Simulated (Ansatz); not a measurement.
BeGeH4 (SMILES [BeH][GeH3]) moved off its minimum; all values from Ansatz (a first-principles code), cores frozen in correlated methods.
(charge 0, multiplicity 1)
```xyz
6

Be    -1.6740    -0.9057    -0.2527
H     -2.8436    -1.5011    -0.3898
Ge     0.2168     0.1678    -0.0028
H      1.2852    -0.7330     0.8243
H      0.8853     0.5081    -1.2947
H      0.1209     1.3968     0.8414
```

Task: Give the forces (eV/Å), the total energy and the dipole at CCSD(T)/aug-cc-pVTZ.

Result: 
| atom | Fx | Fy | Fz |
|---|---|---|---|
| Be1 | -0.179 | -0.005 | 0.006 |
| H2 | -0.176 | -0.146 | -0.032 |
| Ge3 | 0.626 | -1.510 | 0.967 |
| H4 | -0.602 | 0.420 | -0.535 |
| H5 | 0.472 | 0.302 | -0.875 |
| H6 | -0.141 | 0.939 | 0.469 |
Energy -2092.5644 hartree, dipole 0.59 D.
